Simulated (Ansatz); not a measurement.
`[OH][Ga]([SH])[Br]` + H₂S → `[SH][Ga]([SH])[Br]` + H₂O  (ligand exchange at a Ga–O bond)

Gas-phase electronic energies from Ansatz, PBE0-D4/def2-TZVP geometries. CCSD(T)/CBS is the MP2 limit (def2-TZVPP, def2-QZVPP) plus CCSD(T) − MP2 in def2-TZVPP, frozen cores. This one scheme is used for every species. DFT in def2-TZVPP. For Br, Ga outer-core shells are correlated without core-valence functions, which leaves a few kJ/mol of doubt a bond. Scalar relativity is left out up to krypton. Each species was taken in one conformer, which may not be the lowest.

```tsv
level	ΔE (kJ/mol)
B2PLYP	-35.0
MP2/def2-TZVPP	-40.4
```

Problem. What does CCSD(T)/CBS give? (Estimate.)

Solution. Computed: -42.5 kJ/mol. The listed levels differ from it by 7.5, 2.1 kJ/mol.

Largest T1 diagnostic among the species: 0.012.

In def2-TZVPP, CCSD(T) changes the Hartree–Fock value by −3.5 kJ/mol (the triples alone add −1.2 kJ/mol) and MP2 by −7.2 kJ/mol. The D4 term adds −5.9 kJ/mol with B3LYP and −3.2 kJ/mol with PBE0; it sums over pairs of atoms, weighted by their polarisabilities, and B3LYP, whose exchange is more repulsive, gets the larger term.

B3LYP here is the variant with VWN-RPA as its local correlation; programs differ in this.
